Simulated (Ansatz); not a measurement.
`[F][GaH][N]([SiH3])[SiH3]`, 12 atoms. Charge 0, multiplicity 1. Correlated methods include outer-core shells of Ga, which these sets cover unevenly. Scalar relativity is left out up to krypton. All runs use 4 threads of an AMD EPYC 7B13 on a shared host. Correlated methods freeze the cores.

(1) Give the basis size and wall time and peak host memory of each of these runs in Ansatz. RKS PBE0-D4/def2-TZVP relaxation (19 steps); RHF-MP2/def2-TZVPP energy; RKS ωB97M-V/def2-QZVPP energy; RHF-MP2/def2-QZVPP energy; RKS B3LYP-D4/def2-TZVPP energy and forces; RKS BLYP-D4/def2-TZVPP energy; RKS PBE-D4/def2-TZVPP energy and forces; RHF-CCSD(T)/def2-SVP energy; RKS PBE0-D4/def2-SVP energy; RKS ωB97M-V/def2-SVP energy; direct RPA on PBE orbitals/def2-TZVPP energy; RKS PBE0-D4/def2-TZVP frequencies. (An estimate is asked.)

Answers

(1) Computed: Other jobs shared the machine, so times are rough.

```
                                level                    job  functions  wall time  peak host memory (GiB)
                 RKS PBE0-D4/def2-SVP                 energy        131      1.7 s                    0.57
               RKS BLYP-D4/def2-TZVPP                 energy        292      2.4 s                     0.5
                RKS PBE-D4/def2-TZVPP      energy and forces        292      3.1 s                     0.5
                   RHF-MP2/def2-TZVPP                 energy        292        5 s                     0.9
                 RKS ωB97M-V/def2-SVP                 energy        131      5.5 s                    0.57
direct RPA on PBE orbitals/def2-TZVPP                 energy        292      6.5 s                    0.83
              RKS B3LYP-D4/def2-TZVPP      energy and forces        292        7 s                     1.1
                 RHF-CCSD(T)/def2-SVP                 energy        131       11 s                     0.8
               RKS ωB97M-V/def2-QZVPP                 energy        553       28 s                     3.2
                   RHF-MP2/def2-QZVPP                 energy        553       29 s                     4.3
                RKS PBE0-D4/def2-TZVP  relaxation (19 steps)        226       83 s                    0.84
                RKS PBE0-D4/def2-TZVP            frequencies        226    3.5 min                    0.87
```

B3LYP here is the variant with VWN-RPA as its local correlation; programs differ in this.
